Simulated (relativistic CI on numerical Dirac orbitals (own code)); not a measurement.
**Mn⁴⁺ in a cubic cluster: 3s photoemission with charge transfer**

Computed with a charge-transfer multiplet model of a cubic metal-ligand cluster with up to 2 ligand holes, Slater and spin-orbit integrals from Dirac-Coulomb-Breit ions, Slater integrals scaled by 0.8. The ground state mixes d3 with configurations of k ligand holes L, whose averages lie at kΔ + k(k − 1)U_dd/2; a core hole lowers each added d electron by U_cd. 300 K, Lorentzian 1.4 eV and Gaussian 0.8 eV FWHM.

Atomic integrals in eV (Slater integrals scaled, ζ unscaled), ground: F2dd 9.878, F4dd 6.215, zeta_d 0.050; with the core hole: F2dd 10.619, F4dd 6.712, zeta_d 0.058, G2cd 10.306.

Cluster parameters (eV): Δ = -0.3, U_cd = 8.4, 10Dq = 0.25, 10Dq(ligand) = 1.2, V(eg) = 3.4, V(t2g) = -1.67, final-state hopping factor = 1.

```tsv
Case	n_d	d3	d4L	d5L2	S
U_dd = 6.6 eV	3.97	0.23	0.57	0.20	1.50
U_dd = 8 eV	3.93	0.25	0.58	0.17	1.50
U_dd = 8.7 eV	3.91	0.25	0.58	0.16	1.50
```

Weights, n_d and S are thermal averages at 300 K. Binding energies count from the first peak over 30 % of the highest in each spectrum, which can be another peak from case to case. The parameters are a model scan and need not match a compound or its usual spin state. Peaks in eV (height, largest 100):
- U_dd = 6.6 eV: 0.0 (100), 5.7 (29), 7.3 (26), 10.4 (57), 16.5 (11), 25.6 (9)
- U_dd = 8 eV: 0.0 (100), 6.0 (27), 7.4 (28), 10.3 (54), 16.5 (10), 25.4 (9)
- U_dd = 8.7 eV: 0.0 (100), 6.2 (26), 7.5 (29), 10.4 (52), 16.6 (9), 25.5 (8)

For the case U_dd = 6.6 eV, Δ = -0.3 eV is smaller than U_dd = 6.6 eV, the charge-transfer side of the Zaanen-Sawatzky-Allen scheme (negative Δ: between configuration averages a ligand hole costs less than the nominal valence; multiplet and field energies can change this for the lowest states). With the core hole the average of the configuration with one ligand hole lies at Δ − U_cd = -8.7 eV before mixing: it lies below the unscreened one, so the lowest final states are mostly screened and the unscreened weight appears at higher binding energy as a satellite.

With at most 2 ligand holes the space is cut while the next configuration still counts, so covalency is underestimated, and a final configuration with one more ligand hole, which can lie low, is missing from the spectra.

Without intra-shell correlation the exchange splitting of the 3s hole comes out too large.
